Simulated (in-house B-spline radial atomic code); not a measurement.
Mg⁵⁺. Computed with a B-spline radial atomic code. Model: all-electron spherical atom, spin shells full or empty, radial basis limit, no spin-orbit coupling: exact exchange with a local potential (Slater, KLI or optimised effective potential, whose far tail is KLI's), no correlation.

Exchange potential has not reached -1/r at the last radius.

The run also made RPA and GW results, which its time includes.

The Slater potential averages the orbital exchange potentials with the orbital densities as weights, KLI adds orbital constants, and the optimised effective potential minimises the exact-exchange energy among local potentials. So their energies lie above Hartree-Fock in the order OEP, KLI, Slater. All fall off as −1/r, unlike LDA and GGA exchange.

Command:
```bash
python run_gw.py task.json out
```
Settings (lengths in bohr, energies in hartree):
```
Z                      12
electrons              7
configuration          [He] 2s2 2p3
hamiltonian            nr
method                 slater
lmax                   9
spin_polarised         True
box_radius             10.43
intervals              63
```

Time taken, with all properties: 2.3 s on 1 thread of Arm Neoverse N1, with other jobs on the host.

Given: hamiltonian non-relativistic; mean-field start Slater potential.

Computed: energy above Hartree-Fock 26.44 millihartree; virial ratio -E/T less 1 -0.015077.

| radius (bohr) | r times exchange potential up (hartree bohr) | r times exchange potential down (hartree bohr) |
| --- | --- | --- |
| 0.00417 | -0.050035 | -0.049984 |
| 0.00493 | ? | ? |
| 0.00584 | -0.069967 | -0.069895 |
| 0.00692 | -0.082809 | -0.082723 |
| 0.00819 | -0.097846 | -0.097744 |
| 0.0097 | -0.11563 | -0.11551 |
| 0.0115 | -0.13667 | -0.13652 |
| 0.0136 | -0.16097 | -0.16079 |
| 0.0161 | -0.1895 | -0.18929 |
| 0.0191 | -0.22311 | -0.22285 |
| 0.0226 | -0.26137 | -0.26104 |
| 0.0267 | -0.30476 | -0.30436 |
| 0.0317 | -0.35546 | -0.35497 |
| 0.0375 | -0.41107 | -0.41047 |
| 0.0444 | -0.47259 | -0.47189 |
| 0.0525 | -0.53834 | -0.53759 |
| 0.0622 | -0.60809 | -0.60746 |
| 0.0737 | -0.67868 | -0.6787 |
| 0.0872 | -0.74607 | -0.74797 |
| 0.103 | -0.80578 | -0.81221 |
| 0.122 | -0.8534 | -0.8699 |
| 0.145 | -0.88076 | -0.91712 |
| 0.171 | -0.88147 | -0.94546 |
| 0.203 | -0.86354 | -0.94276 |
| 0.24 | ? | ? |
| 0.285 | -0.90627 | -0.75253 |
| 0.337 | -1.0024 | -0.67841 |
| 0.399 | -1.1248 | -0.70481 |
| 0.473 | -1.2456 | -0.77629 |
| 0.56 | -1.3408 | -0.84996 |
| 0.663 | -1.397 | -0.91067 |
| 0.785 | -1.41 | -0.95361 |
| 0.929 | -1.3868 | -0.97948 |
| 1.1 | -1.3409 | -0.99256 |
| 1.3 | -1.2873 | -0.99783 |
| 1.54 | -1.2346 | -0.99953 |
| 1.83 | -1.1874 | -0.99993 |

Problem. What belongs in the row 0.00493?

Solution. r times exchange potential up (hartree bohr): -0.059116; r times exchange potential down (hartree bohr): -0.059056.

Problem. What belongs in the row 0.24?

Solution. r times exchange potential up (hartree bohr): -0.85967; r times exchange potential down (hartree bohr): -0.87916.

```json
{"occupied": "1s up", "level (hartree)": "-53.768", "Hartree-Fock level (hartree)": "-54.496"}
{"occupied": "1s down", "level (hartree)": "-53.844", "Hartree-Fock level (hartree)": "-54.176"}
{"occupied": "2s up", "level (hartree)": "?", "Hartree-Fock level (hartree)": "?"}
{"occupied": "2s down", "level (hartree)": "-7.4228", "Hartree-Fock level (hartree)": "-7.3334"}
{"occupied": "2p up", "level (hartree)": "-7.0752", "Hartree-Fock level (hartree)": "-6.9194"}
```

Problem. What belongs in the row 2s up?

Solution. level (hartree): -8.1337; Hartree-Fock level (hartree): -8.2519.

```json
{"empty": "2p down", "level (hartree)": "-6.4146"}
{"empty": "3s up", "level (hartree)": "?"}
{"empty": "3s down", "level (hartree)": "?"}
{"empty": "3p up", "level (hartree)": "-2.604"}
{"empty": "3p down", "level (hartree)": "-2.4211"}
{"empty": "3d up", "level (hartree)": "-2.2664"}
{"empty": "3d down", "level (hartree)": "-2.0445"}
{"empty": "4s up", "level (hartree)": "-1.4648"}
{"empty": "4s down", "level (hartree)": "-1.3934"}
{"empty": "4p up", "level (hartree)": "-1.3561"}
{"empty": "4p down", "level (hartree)": "-1.2906"}
```

Problem. What belongs in the row 3s up?

Solution. level (hartree): -2.8869.

Problem. What belongs in the row 3s down?

Solution. level (hartree): -2.6864.

The highest level, 2p up, differs from Hartree-Fock by -4.2 eV and the deepest, 1s down, by +9.02 eV: the Slater potential lacks the response part and is deeper than the optimised one throughout, so the top level comes too deep.
